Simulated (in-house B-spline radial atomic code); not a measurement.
How numerical settings move a run on Ho, [Xe] 4f11 6s2. Computed with a B-spline radial code for spherical atoms: Dirac-Hartree-Fock, average of configuration, Fermi nucleus of rms radius 5.2022 fm.

Command:
```bash
python run_scf.py task.json out
```
Settings of the sound reference run:
```
Z                67
electrons        67
configuration    [Xe] 4f11 6s2
hamiltonian      dirac
method           hf
spin_polarised   False
nucleus          fermi
rms_radius       5.2022
mass_number      165
atomic_mass      164.9303
speed_of_light   137.036
knot_spacing     0.22
spline_order     8
gauss_points     12
box_radius       50
max_iterations   70
damping          0.5
damped_steps     3
diis_vectors     10
tolerance        1e-08
start            Thomas-Fermi
```

Time taken, with all properties: 1.8 s on 1 thread of Arm Neoverse V2 (shared host).

It converges in 11 iterations to -12621.376865 hartree, with 6s1/2 at -5.16724 eV. The other runs change the listed settings, some to values that make no sense; their results aren't properties of the atom or ion. Radii are in bohr (the nuclear one in fm), a minus after a letter asks for a j subshell, and «unchanged» means within 1e-8 hartree. The run stops when the residual is below 10 × tolerance × max(1, Z/10), or a noise floor if that is larger, and the energy moves by less than 1e-8 × √|E| hartree; so very loose and very tight tolerances often act alike.

```tsv
changed settings	outcome
tolerance = 1e-06	converged in 9 iterations, energy +1.90e-08 hartree from the reference, 6s1/2 level -3.3e-04 eV
spline_order = 10, gauss_points = 6, max_iterations = 100	converged in 11 iterations, energy -8.60e-08 hartree from the reference
tolerance = 1e-13	converged in 12 iterations, energy unchanged, 6s1/2 level +4.2e-06 eV
damped_steps = 8	converged in 15 iterations, energy unchanged, 6s1/2 level +2.0e-06 eV
electrons = 68, configuration = [Xe] 4f11 6s2 3f1, max_iterations = 60	stopped with error: there is no 3f shell
damping = 0	converged in 17 iterations, energy unchanged, 6s1/2 level +7.6e-06 eV
method = scan,scan	stopped with error: meta-GGAs are not served with the Dirac Hamiltonian
damped_steps = 30	converged in 25 iterations, energy unchanged, 6s1/2 level -1.6e-05 eV
damping = 0.8	converged in 11 iterations, energy unchanged, 6s1/2 level -8.9e-06 eV
max_iterations = 12, diis_vectors = 0	not converged after 12 iterations, last residual 7.2e-05, last energy +9.20e-07 hartree from the reference
damping = 0.95	converged in 12 iterations, energy unchanged, 6s1/2 level -5.1e-06 eV
damped_steps = 1	converged in 13 iterations, energy unchanged, 6s1/2 level +6.3e-06 eV
```

Question: What happens with spline_order = 6, max_iterations = 100, damping = 0.8?

Answer: Converged in 11 iterations, energy +1.71e-05 hartree from the reference, 6s1/2 level -8.6e-06 eV.

Question: What happens with gauss_points = 4, box_radius = 3, max_iterations = 60, damping = 0.8?

Answer: Converged in 10 iterations, energy +3.47e+00 hartree from the reference, 6s1/2 level +4.4e+01 eV (the program warns: 6s1/2 has a positive eigenvalue: unbound, held by the box; 4f5/2 has a positive eigenvalue: unbound, held by the box).

Question: What happens with spline_order = 10, first_knot = 0.0448, max_iterations = 75, start = bare nucleus?

Answer: Converged in 15 iterations, energy +3.04e+01 hartree from the reference, 6s1/2 level +8.7e-04 eV.

Question: What happens with electrons = 68, configuration = [Xe] 4f11 6s2 7s-1, max_iterations = 50?

Answer: Stopped with error: j subshells need the Dirac Hamiltonian and l > 0.
